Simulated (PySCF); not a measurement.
The multiplicity is imposed and other spin states were not computed.

```xyz
9

Cu     0.0166    -0.0502    -0.0198
C     -1.9912    -0.0413     0.0109
C     -1.5029    -1.2265     0.5628
H     -2.2978     0.7969     0.6507
H     -2.3382    -0.0016    -1.0300
H     -1.4535    -2.1494    -0.0301
H     -1.4134    -1.3500     1.6502
O      1.6761     0.5481    -0.2046
H      2.0533     0.3015    -1.0690
```

Charge 0, multiplicity 1.

Give the Mulliken and meta-Löwdin atomic charges from PBE-D3(BJ)/def2-TZVP // TPSS-D3(BJ)/def2-SVP (PySCF 2.14.0).


```csv
atom,Mulliken (e),meta-Löwdin (e)
Cu1,0.18,0.72
C2,-0.24,-0.34
C3,-0.24,-0.34
H4,0.14,0.14
H5,0.14,0.14
H6,0.14,0.14
H7,0.14,0.14
O8,-0.57,-0.91
H9,0.30,0.32
```
